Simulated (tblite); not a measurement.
C5H11BGeO3.
Structure used (GFN2-xTB), in Å, numbered top down from 1:
```xyz
21
C5H11BGeO3 angstrom
C      3.5278   -0.8297   -0.4496
C      2.7376    0.2479    0.2573
O      3.2663    1.1087    0.9260
C      1.2786    0.1577    0.0648
C      0.4344    1.0543    0.5765
Ge    -1.5146    0.9652    0.3465
C     -1.8476    1.1716   -1.6024
B     -2.2858   -0.7630    1.0981
O     -1.7655   -1.9103    0.6243
O     -3.2628   -0.6786    2.0154
H      4.5925   -0.6854   -0.2876
H      3.2300   -1.8053   -0.0699
H      3.3110   -0.7999   -1.5155
H      0.9140   -0.6787   -0.5165
H      0.8716    1.8600    1.1542
H     -2.0347    2.2205    1.0075
H     -1.3597    2.0602   -1.9896
H     -2.9126    1.2489   -1.8026
H     -1.4617    0.3078   -2.1372
H     -2.0976   -2.7481    0.9573
H     -3.6303   -1.4868    2.3841
```

Computed with GFN2-xTB (tblite): harmonic, unscaled wavenumbers at the GFN2-xTB geometry, gas phase. Errors from tens to a few hundred cm⁻¹ against measured bands are possible. Modes of hydrogen on germanium can be 10 to 20 % off. One conformer, not necessarily the lowest. The optimisation stopped once no atom felt more than 0.01 eV/Å.

Lowest wavenumbers of the output (negative numbers stand for imaginary wavenumbers):
```
mode    cm-1
  1     -24.7
  2      18.0
  3      39.9
  4      69.7
  5      72.4
  6      96.6
  7     117.7
  8     125.6
  9     137.0
 10     188.3
```

Q: Is this structure a minimum?

A: Not by this Hessian. 1 mode is imaginary beyond 20i (25i cm⁻¹), so at this level the point lies at or near a first-order saddle. The curvature is small, so loose convergence or finite differences may be the whole cause.

Q: Which atoms move in the imaginary mode?

A: 25i: O3 (ketone oxygen) 23 %, C1 (methyl carbon next to a carbonyl) 20 %. These are shares of the mass-weighted motion.

Q: What is the remedy?

A: Step along that mode in both directions, optimise again with tighter thresholds and repeat the frequencies. The zero-point energy of this point (95.8 kcal/mol) counts the 56 real modes alone, and thermal corrections from it aren't those of a minimum.
